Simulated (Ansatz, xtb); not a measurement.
Relaxing a trial structure of CH6Ge

The starting geometry of this gas-phase singlet has its atoms placed at random.

```xyz
8

C     1.5905   -0.8346   -0.3534
Ge   -0.1779   -0.2355   -0.1725
H    -1.6153    0.4375    1.2778
H     0.7951   -1.1257   -0.9464
H    -0.6527   -1.5787    0.5274
H    -0.9378    1.4577   -1.2492
H     1.5897    0.1764   -0.1514
H    -1.0623   -1.6233   -1.1028
```

**Question.** One run relaxed it with r2SCAN-D4/def2-SVP. What is a likely outcome?

**Answer.** It ends as `[CH3][GeH3]`. Contacts that open: Ge2–H4 (1.53 → 2.56 Å), Ge2–H5 (1.59 → 2.56 Å), Ge2–H7 (1.81 → 2.56 Å). Contacts that close: C1–H5 (2.52 → 1.10 Å), Ge2–H3 (2.15 → 1.54 Å), Ge2–H6 (2.15 → 1.54 Å), Ge2–H8 (1.89 → 1.54 Å).

The energy falls by 11.83 eV over 13 steps:

```
step  E − E(last) (eV)
   1            11.827
   2             8.876
   4             6.235
   5             5.087
   6             3.902
   8             1.402
   9             0.623
  10             0.252
  12             0.003
  13             0.000
```

Final geometry (Å):

```xyz
8

C     0.8860   -0.8335   -0.2441
Ge   -0.8995   -0.0428   -0.2958
H    -1.3245    0.4130    1.1101
H     1.2004   -1.1400   -1.2526
H     0.8955   -1.7204    0.4067
H    -0.9218    1.1764   -1.2329
H     1.6171   -0.1090    0.1438
H    -1.9239   -1.0699   -0.8058
```

From the same start GFN2-xTB ends elsewhere, in pieces: CH4Ge + H2.

From so rough a start the end depends on the optimiser's path, so another program may land elsewhere. No frequencies were run, so the end isn't proven a minimum. Run with Ansatz 0.2.0, 13 s on 2 threads of Arm Neoverse V2, on a shared host.
